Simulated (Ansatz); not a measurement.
One geometry of In12N12H32, a nanocrystal cut from zinc blende InN (hydrogen-capped), several levels of theory.

```yaml
crystal:
  periodic: [false, false, false]
  atoms:
    - {symbol: N, position_ang: [-3.774974, 1.324467, -0.286317]}
    - {symbol: N, position_ang: [-1.633564, -3.352757, 2.004934]}
    - {symbol: N, position_ang: [1.114911, -3.450864, -0.544822]}
    - {symbol: N, position_ang: [-1.428772, 1.429558, -3.024280]}
    - {symbol: N, position_ang: [1.015438, -1.008515, -3.051173]}
    - {symbol: N, position_ang: [-1.450289, -1.096384, -0.674517]}
    - {symbol: N, position_ang: [-1.331017, 1.334000, 1.932872]}
    - {symbol: N, position_ang: [1.041461, -1.043405, 1.945324]}
    - {symbol: N, position_ang: [1.095513, 1.453347, -0.671552]}
    - {symbol: N, position_ang: [-1.332000, 3.775344, -0.289318]}
    - {symbol: N, position_ang: [3.449693, -1.116108, -0.540740]}
    - {symbol: N, position_ang: [3.350498, 1.635220, 2.005574]}
    - {symbol: In, position_ang: [-2.908655, -2.295492, 0.492727]}
    - {symbol: In, position_ang: [-2.749363, 0.114212, -1.928312]}
    - {symbol: In, position_ang: [-2.736096, 2.733255, 1.037721]}
    - {symbol: In, position_ang: [-0.290162, -2.383462, -1.976355]}
    - {symbol: In, position_ang: [-0.300061, -2.124192, 3.353115]}
    - {symbol: In, position_ang: [2.375616, -2.379926, 0.973338]}
    - {symbol: In, position_ang: [-0.208948, 0.214575, -4.500104]}
    - {symbol: In, position_ang: [-0.115113, 2.750890, -1.927225]}
    - {symbol: In, position_ang: [2.387032, 0.295524, -1.970611]}
    - {symbol: In, position_ang: [-0.096401, 0.096284, 0.518150]}
    - {symbol: In, position_ang: [2.132104, 0.290749, 3.352984]}
    - {symbol: In, position_ang: [2.285282, 2.913859, 0.501975]}
    - {symbol: H, position_ang: [-4.625567, 1.754626, -0.679752]}
    - {symbol: H, position_ang: [-4.124730, 0.570186, 0.334724]}
    - {symbol: H, position_ang: [-2.291965, -3.824391, 2.645440]}
    - {symbol: H, position_ang: [-1.124610, -4.134775, 1.567530]}
    - {symbol: H, position_ang: [1.743702, -4.025129, -1.128708]}
    - {symbol: H, position_ang: [0.543345, -4.155872, -0.054224]}
    - {symbol: H, position_ang: [-2.014018, 2.014727, -3.645356]}
    - {symbol: H, position_ang: [1.593068, -1.584435, -3.688903]}
    - {symbol: H, position_ang: [-1.796868, 0.653251, 2.558051]}
    - {symbol: H, position_ang: [-0.648428, 1.807861, 2.549732]}
    - {symbol: H, position_ang: [-1.766852, 4.621907, -0.686292]}
    - {symbol: H, position_ang: [-0.581405, 4.131888, 0.332111]}
    - {symbol: H, position_ang: [4.022877, -1.744287, -1.126382]}
    - {symbol: H, position_ang: [4.155928, -0.548169, -0.047661]}
    - {symbol: H, position_ang: [4.132315, 1.130785, 1.562619]}
    - {symbol: H, position_ang: [3.822678, 2.291858, 2.647530]}
    - {symbol: H, position_ang: [-3.593895, -3.540592, -0.523081]}
    - {symbol: H, position_ang: [-3.836638, -1.125371, 1.443834]}
    - {symbol: H, position_ang: [-4.061847, -0.606789, -2.816164]}
    - {symbol: H, position_ang: [-3.749951, 3.747272, 2.012636]}
    - {symbol: H, position_ang: [-1.058234, -3.631722, -2.914845]}
    - {symbol: H, position_ang: [0.641830, -3.286741, 4.254737]}
    - {symbol: H, position_ang: [-1.458221, -0.956892, 3.974757]}
    - {symbol: H, position_ang: [3.481387, -3.487883, 1.728738]}
    - {symbol: H, position_ang: [-1.338364, -0.887321, -5.249462]}
    - {symbol: H, position_ang: [0.890740, 1.348322, -5.246218]}
    - {symbol: H, position_ang: [0.606865, 4.063291, -2.814196]}
    - {symbol: H, position_ang: [3.639326, 1.065881, -2.901922]}
    - {symbol: H, position_ang: [0.967524, 1.441717, 3.991370]}
    - {symbol: H, position_ang: [3.303748, -0.657113, 4.236444]}
    - {symbol: H, position_ang: [1.109205, 3.828507, 1.458912]}
    - {symbol: H, position_ang: [3.524912, 3.615245, -0.509386]}
basis:
  gaussian: {orbitals: def2-SVP, fitting: {mean_field: def2-universal-jkfit}, initial_orbitals: start.molden}
hamiltonian: {xc: pbe, dispersion: d4}
scf: {omitted_lower_state_checks: [starts]}
output: {orbitals: {seedname: orbitals}}
```

The file start.molden holds the orbitals of an earlier run on this structure, at another level or in another basis.

```sh
$ ansatz run in.yaml --threads 4 --pin off --events-out ev --progress --plain --max-ram 66560MiB --backend cuda --devices 0, --max-vram 37GiB
```

Shortened log:

```
Functional definition: PBE
4116 factors; integrals over basis functions are off by at most 3.3e-1 eV
mean field evaluation 1: about -80459.5641 eV, gradient 1.5e1 eV
mean field evaluation 2: about -80460.3651 eV, gradient 6.4e-1 eV
mean field evaluation 4: about -80460.3707 eV, gradient 2.6e-3 eV
mean field -80460.37065391 eV, -2956.8640835332 hartree, gradient 2.5e-5 eV, S^2 0.000000; 0 other end points of the search recorded, 0 dependent functions left out
reference -80460.37079292 eV, -2956.8640886415 hartree; 184, 184 occupied and 456, 456 virtual orbitals, 4116 factors
Total energy: -80464.02278099 eV, -2956.9982967280 hartree
Checks for a lower state left out: starts
```

Run time 9.5 s (4 threads of AMD EPYC 7R13 on a shared host and a share (37 GiB) of an NVIDIA H100 80GB HBM3), peak host memory 1.2 GiB.

First input, but with `hamiltonian: {xc: pbe0, dispersion: d4}` (abridged; 14 s):

```
Functional definition: PBE0
mean field -80461.98107834 eV, -2956.9232655392 hartree, gradient 2.6e-5 eV, S^2 0.000000
Total energy: -80465.29831189 eV, -2957.0451716238 hartree
Checks for a lower state left out: starts
```

First input, but with `hamiltonian: {xc: r2scan, dispersion: d4}`, `output: {forces: true, orbitals: {seedname: orbitals}}` (abridged; 12 s):

```
Functional definition: r2SCAN
mean field -80497.34973201 eV, -2958.2230395880 hartree, gradient 2.6e-5 eV, S^2 0.000000
Total energy: -80498.42117743 eV, -2958.2624144809 hartree
Atom 0 force    -0.122975    -0.033853     0.043579 eV/Å
Atom 1 force    -0.011825    -0.156912     0.007477 eV/Å
Atom 2 force     0.017278    -0.142454    -0.020802 eV/Å
Atom 3 force    -0.050419     0.051374    -0.025842 eV/Å
Atom 4 force     0.045938    -0.046613    -0.040917 eV/Å
Atom 5 force    -0.019473    -0.001901    -0.023513 eV/Å
Atom 6 force     0.001815     0.005070     0.113391 eV/Å
Atom 7 force     0.002370    -0.003406     0.003492 eV/Å
Atom 8 force    -0.001001     0.020175    -0.024693 eV/Å
Atom 9 force     0.034477     0.123676     0.044006 eV/Å
Atom 10 force     0.140916    -0.017551    -0.020560 eV/Å
Atom 11 force     0.155195     0.013071     0.006698 eV/Å
Atom 12 force     0.103412     0.018802    -0.010843 eV/Å
Atom 13 force     0.058369     0.001343     0.054140 eV/Å
Atom 14 force     0.033667    -0.036510    -0.037813 eV/Å
Atom 15 force     0.007404     0.071667     0.034220 eV/Å
Atom 16 force     0.025118     0.016198    -0.098140 eV/Å
Atom 17 force    -0.060104     0.064272    -0.006411 eV/Å
Atom 18 force    -0.000749     0.000714     0.118333 eV/Å
Atom 19 force    -0.000975    -0.060373     0.055817 eV/Å
Atom 20 force    -0.069253    -0.009505     0.035973 eV/Å
Atom 21 force     0.036637    -0.035446     0.016461 eV/Å
Atom 22 force    -0.017163    -0.022897    -0.100372 eV/Å
Atom 23 force    -0.016396    -0.104808    -0.008637 eV/Å
Atom 24 force     0.215652    -0.127585     0.112751 eV/Å
Atom 25 force     0.076748     0.233084    -0.186383 eV/Å
Atom 26 force     0.174134     0.117741    -0.169172 eV/Å
Atom 27 force    -0.150268     0.205676     0.133790 eV/Å
Atom 28 force    -0.170147     0.132183     0.157070 eV/Å
Atom 29 force     0.163733     0.172798    -0.136493 eV/Å
Atom 30 force     0.140974    -0.141533     0.139136 eV/Å
Atom 31 force    -0.138008     0.137327     0.137345 eV/Å
Atom 32 force     0.124938     0.195832    -0.160224 eV/Å
Atom 33 force    -0.194526    -0.129635    -0.156576 eV/Å
Atom 34 force     0.128170    -0.214525     0.113952 eV/Å
Atom 35 force    -0.230646    -0.078557    -0.187215 eV/Å
Atom 36 force    -0.132444     0.169883     0.157323 eV/Å
Atom 37 force    -0.173962    -0.162979    -0.136650 eV/Å
Atom 38 force    -0.205019     0.149092     0.135375 eV/Å
Atom 39 force    -0.118398    -0.174383    -0.170219 eV/Å
Atom 40 force     0.050269     0.105474     0.091054 eV/Å
Atom 41 force     0.080705    -0.118096    -0.067964 eV/Å
Atom 42 force     0.113298     0.062392     0.076932 eV/Å
Atom 43 force     0.097046    -0.097887    -0.094000 eV/Å
Atom 44 force     0.070108     0.106876     0.080093 eV/Å
Atom 45 force    -0.082162     0.099245    -0.068320 eV/Å
Atom 46 force     0.104294    -0.115756    -0.037332 eV/Å
Atom 47 force    -0.097402     0.096774    -0.069762 eV/Å
Atom 48 force     0.099483     0.097092     0.058668 eV/Å
Atom 49 force    -0.096609    -0.099841     0.058384 eV/Å
Atom 50 force    -0.062863    -0.112200     0.076856 eV/Å
Atom 51 force    -0.107217    -0.070545     0.079214 eV/Å
Atom 52 force     0.114786    -0.102947    -0.038071 eV/Å
Atom 53 force    -0.098826     0.082654    -0.066875 eV/Å
Atom 54 force     0.117218    -0.079492    -0.068096 eV/Å
Atom 55 force    -0.105321    -0.052294     0.090364 eV/Å
Dipole moment:    -0.069557     0.067933    -0.003616 e Å
Checks for a lower state left out: starts
```

Geometry: PBE-D4/def2-SVP.

In the def2 sets In takes a core potential; there is no spin–orbit coupling. Single mean-field runs in def2-SVP are fitted with def2-universal-jkfit.
